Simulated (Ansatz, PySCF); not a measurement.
C3H9Si, SMILES C[Si](C)C, multiplicity 2. Atoms are numbered in the order given.

```xyz
13

Si    -0.1410    -0.1707     0.3662
C      0.0689     1.6911     0.6086
C     -1.4114    -0.5142    -0.9891
C      1.5162    -0.9633    -0.0751
H      0.4323     2.1632    -0.3228
H     -0.8835     2.1751     0.8780
H      0.7977     1.9173     1.4033
H     -2.3909    -0.0707    -0.7491
H     -1.5601    -1.5952    -1.1415
H     -1.0760    -0.0839    -1.9509
H      1.4217    -2.0525    -0.2108
H      2.2718    -0.7861     0.7068
H      1.9067    -0.5412    -1.0196
```
Charge 0, spin multiplicity 2.

Geometry: r2SCAN-D4/def2-SVP.

Two levels are set side by side: PBE-D3(BJ)/def2-SVP (Ansatz, an electronic-structure program) and r2SCAN-D4/def2-SVP (Ansatz). Each level has its own optimised geometry; the coordinates shown are those of the second. Frequencies come from the Hessian of PySCF at each geometry. Differences are taken from unrounded values.

| quantity | r2SCAN-D4 | PBE-D3(BJ) | PBE-D3(BJ) minus r2SCAN-D4 |
|---|---|---|---|
| mean bond length (Å) | 1.300 | 1.308 | 0.008 |
| bond Si1–C2 (Å) | 1.889 | 1.900 | 0.011 |
| bond Si1–C3 (Å) | 1.889 | 1.900 | 0.011 |
| bond Si1–C4 (Å) | 1.889 | 1.900 | 0.011 |
| bond C2–H5 (Å) | 1.106 | 1.113 | 0.007 |
| bond C2–H6 (Å) | 1.102 | 1.109 | 0.007 |
| bond C2–H7 (Å) | 1.102 | 1.109 | 0.007 |
| bond C3–H8 (Å) | 1.102 | 1.109 | 0.007 |
| bond C3–H9 (Å) | 1.102 | 1.109 | 0.007 |
| bond C3–H10 (Å) | 1.106 | 1.113 | 0.007 |
| bond C4–H11 (Å) | 1.102 | 1.109 | 0.007 |
| bond C4–H12 (Å) | 1.102 | 1.109 | 0.007 |
| bond C4–H13 (Å) | 1.106 | 1.113 | 0.007 |
| highest harmonic wavenumber (cm⁻¹) | 3142 | 3078 | -64 |
| mean harmonic wavenumber (cm⁻¹) | 1447 | 1411 | -36 |
| zero-point energy (kcal/mol) | 68.26 | 66.58 | -1.69 |
